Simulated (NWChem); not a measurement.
System: Si3H7Cl; SMILES [SiH3][SiH2][SiH2]Cl

```xyz
11

Si    -0.8378     2.2768     0.2133
Si     1.0267     0.9547    -0.3492
Si     0.8034    -1.2949     0.3024
Cl    -0.9402    -2.1197    -0.5146
H     -1.1109     2.1786     1.6733
H     -0.5693     3.7015    -0.1256
H     -2.0423     1.8246    -0.5318
H      1.2726     1.0040    -1.8186
H      2.2470     1.4831     0.3311
H      0.6998    -1.4263     1.7795
H      1.9443    -2.1242    -0.1671
```
Atoms are numbered in this order, from 1.

The geometry was optimised at B3LYP/6-31G* (spherical d).

Q: Give the principal values of the shielding tensors (ppm) of Si1, Si2, Si3, Cl4 from B3LYP/6-31G* (spherical d), GIAO (NWChem), with their diamagnetic and paramagnetic parts as GIAO splits them.

A: 
```json
[
 {"atom": "Si1", "σ11": "482.5", "σ22": "485.8", "σ33": "487.4", "isotropic": "485.2", "diamagnetic": "881.9", "paramagnetic": "-396.7"},
 {"atom": "Si2", "σ11": "475.0", "σ22": "486.3", "σ33": "492.4", "isotropic": "484.6", "diamagnetic": "882.0", "paramagnetic": "-397.4"},
 {"atom": "Si3", "σ11": "340.0", "σ22": "395.4", "σ33": "472.7", "isotropic": "402.7", "diamagnetic": "881.0", "paramagnetic": "-478.3"},
 {"atom": "Cl4", "σ11": "995.9", "σ22": "1055.5", "σ33": "1070.3", "isotropic": "1040.6", "diamagnetic": "1147.7", "paramagnetic": "-107.1"}
]
```
